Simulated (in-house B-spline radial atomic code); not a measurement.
The numbers below are computed, except where a source is named.
## Impurity-limited mobility of n-type InAs at n = 1.2841e16 cm⁻³, compensation 0.5

For InAs the NSM archive of the Ioffe Institute lists m* = 0.023 m0 and ε = 15.15.

One parabolic, isotropic band at zero temperature, uniform dielectric constant, impurities scattering independently, no phonons and no central-cell term; real bands flatten as E_F rises, which lowers the mobility at the highest densities. In effective units each ion is a point charge Z in an electron gas; its screened potential is solved self-consistently in the LDA with open boundaries (B-splines, partial waves to l = 16), which gives the phase shifts δ_l at the Fermi level.

(1) Put the electron gas into effective units.

Self-consistent phase shifts (rad):

| l | donor, Z = +1 | acceptor, Z = −1 |
| --- | --- | --- |
| 0 | 0.5133 | -0.4365 |
| 1 | 0.1537 | -0.1554 |
| 2 | 0.0556 | -0.0606 |
| 3 | 0.0219 | -0.0248 |
| 4 | 0.0090 | -0.0104 |
| 5 | 0.0038 | -0.0044 |
| 6 | 0.0016 | -0.0019 |
| 7 | 0.0007 | -0.0008 |
| 8 | 0.0003 | -0.0004 |

With all partial waves the Friedel sums are 1.000 and -1.001, and Σ (l + 1) sin²(δ_l − δ_(l+1)) is 0.14726 for the donor and 0.09978 for the acceptor. The screened donor binds no level.

(2) Find the transport cross sections, and compare them with the Born approximation for Thomas-Fermi screening (Brooks-Herring).

(3) With N_A/N_D = 0.5 and n = N_D − N_A, what are the mobility and the resistivity?

## Answers

(1) a* = 0.0529177 nm × 15.15/0.023 = 34.86 nm and Ha* = 27211.386 meV × 0.023/15.15² = 2.727 meV. From 4π (r_s a*)³/3 = 1/n, r_s = 0.760. Then k_F = 1.91916/r_s = 2.5252 per a*, E_F = k_F²/2 = 3.1883 Ha* = 8.69 meV, and Mott's number n^(1/3) a* = 0.816.

(2) σ_tr = (4π/k_F²) × sum: 0.2902 a*² for the donor and 0.1966 a*² for the acceptor. Thomas-Fermi gives q_s² = 4k_F/π = 3.2152, so b = 4k_F²/q_s² = 7.933, and σ_Born = (2π/k_F⁴)(ln(1 + b) − b/(1 + b)) = 0.1545 × 1.3017 = 0.2011 a*² for either sign. The donor scatters 1.44 times and the acceptor 0.98 times as much. Two things differ from Brooks-Herring. First order with Lindhard's response and the LDA kernel gives 1.25 times σ_Born for either sign: screening weakens at large momentum transfer, and the exchange-correlation potential of the screening charge adds to the ion's own, which is the larger part in a thin gas. Higher orders then split the signs, leaving the donor at 1.15 and the acceptor, which keeps the electrons out, at 0.78 of that.

(3) N_D = 2.57e16 and N_A = 1.28e16 cm⁻³. μ = e/(ħ k_F Σ N σ_tr), with e/ħ = 15.193 cm²/(V·s) per nm². Here k_F = 0.07245 nm⁻¹, a*² = 1215 nm², 1 cm⁻³ = 1e-21 nm⁻³, and Σ N σ_tr = 0.01212 nm⁻¹, a mean free path of 82.5 nm. So μ = 17300 cm²/(V·s) and ρ = 1/(n e μ) = 0.0281 Ω·cm. Brooks-Herring would give 22300 cm²/(V·s). k_F times the mean free path is 6.0.
